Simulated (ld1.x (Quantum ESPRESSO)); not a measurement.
# What the settings do to the PAW potential of Ca (Z = 20)

Base potential:

| Property | Result |
| --- | --- |
| Element | calcium (Ca) |
| Generator | ld1.x (Quantum ESPRESSO) 7.5 |
| Type | PAW |
| Functional | PBE |
| Relativity | scalar-relativistic |
| Frozen core | [Ne] |
| Valence charge | 10 |
| Reference configuration | 3s2 3p6 3d0.5 4s1.5 4p0 |
| Partial waves | 3s (bound): rcut 1.55, rcutus 1.85 bohr; 4s (bound): rcut 1.55, rcutus 1.85 bohr; 3p (bound): rcut 1.75, rcutus 2.20 bohr; 4p (bound, empty): rcut 1.75, rcutus 2.20 bohr; 3d (bound): rcut 2.90, rcutus 3.10 bohr; 3d channel at 1.8 Ry: rcut 2.90, rcutus 3.10 bohr |
| Local potential | all-electron potential smoothed inside 1.40 bohr (lloc = -1) |
| Core correction | Bessel-smoothed model core inside 1.85 bohr |
| Augmentation charge | BESSEL, radius 1.45 bohr |

All-electron outer shells of the reference configuration (PBE, scalar-relativistic, ld1.x):

```json
{"shell": "2s", "level (eV)": "-412.68", "outermost node (bohr)": "0.10", "outermost maximum (bohr)": "0.30"}
{"shell": "2p", "level (eV)": "-333.07", "outermost node (bohr)": "–", "outermost maximum (bohr)": "0.25"}
{"shell": "3s", "level (eV)": "-45.60", "outermost node (bohr)": "0.45", "outermost maximum (bohr)": "0.99"}
{"shell": "3p", "level (eV)": "-26.61", "outermost node (bohr)": "0.42", "outermost maximum (bohr)": "1.06"}
{"shell": "4s", "level (eV)": "-3.44", "outermost node (bohr)": "1.44", "outermost maximum (bohr)": "3.51"}
{"shell": "4p", "level (eV)": "-1.25", "outermost node (bohr)": "1.65", "outermost maximum (bohr)": "4.61"}
{"shell": "3d", "level (eV)": "-1.10", "outermost node (bohr)": "–", "outermost maximum (bohr)": "1.32"}
```

Cutoffs, loose and tight: the cutoffs (Ry, on a coarse ladder) from which the occupation-weighted sum of valence levels, in a spherical-Bessel basis at the reference potential, stays within 10 and 1 mRy of its value at 400 Ry. They do not see the model core or the augmentation charge, which bear on the density cutoff. Test errors are all-electron minus pseudo excitation energies from the reference, over the configurations 3s2 3p6 3d0 4s2 4p0; 3s2 3p6 3d0 4s1 4p0; 3s2 3p6 3d0 4s0 4p0; 3s2 3p6 3d0 4s0 4p1; 3s2 3p6 3d1 4s1 4p0; 3s2 3p6 3d0 4s0 4p2; 3s2 3p5 3d0 4s2 4p0. A dash means not determined; rows that change the core or the reference have their own tests. The largest error is taken over the tests solved by every variant that gives reliable tests at all: 3s2 3p6 3d0 4s0 4p0; 3s2 3p6 3d0 4s1 4p0; 3s2 3p6 3d0 4s2 4p0.

Cutoffs are not given where the Bessel-basis levels miss the radial ones by over 6 mRy, ghosts where they miss by over 20 mRy; a channel whose overlap is not positive is not tested.

A file whose overlap is not positive is unfit for use, and its test errors describe a broken file.

| change | outcome | cutoff, loose | cutoff, tight | bound ghosts | largest test error (meV) |
| --- | --- | --- | --- | --- | --- |
| base | generated, overlap not positive | – | – | not determined (overlap not positive) | +2.0 |
| core correction Bessel-smoothed model core inside 1.76 bohr | generated, overlap not positive | – | – | not determined (overlap not positive) | +2.0 |
| all radii but the core radius scaled by about 1.40 (s 2.60, p 3.08, d 4.34 bohr, rcut 2.18/2.46/4.06); local potential all-electron potential smoothed inside 1.96 bohr (lloc = -1); augmentation BESSEL, radius 2.04 bohr | generated, overlap not positive | – | – | not determined (overlap not positive) | test run stopped at test 1 of 7 (negative rho) |
| reference 3s2 3p6 3d0 4s2 4p0 | generated, overlap not positive | – | – | not determined (overlap not positive) | +73 |
| augmentation PSQ, inside the norm-conserving radii | generated, overlap not positive | – | – | not determined (overlap not positive) | +20 |
| wave 3d channel at 1.8 Ry: rcut 2.90, rcutus 3.10 bohr becomes 3d channel at 0.07 Ry: rcut 2.90, rcutus 3.10 bohr | generated, overlap not positive | – | – | not determined (overlap not positive) | +2.0 |

Task: What comes out with this change to the base: local potential all-electron potential smoothed inside 3.50 bohr (lloc = -1)?

Result: outcome: generated; cutoff, loose: 18 Ry; cutoff, tight: 30 Ry; bound ghosts: none; largest test error (meV): test run stopped at test 1 of 7 (negative rho).
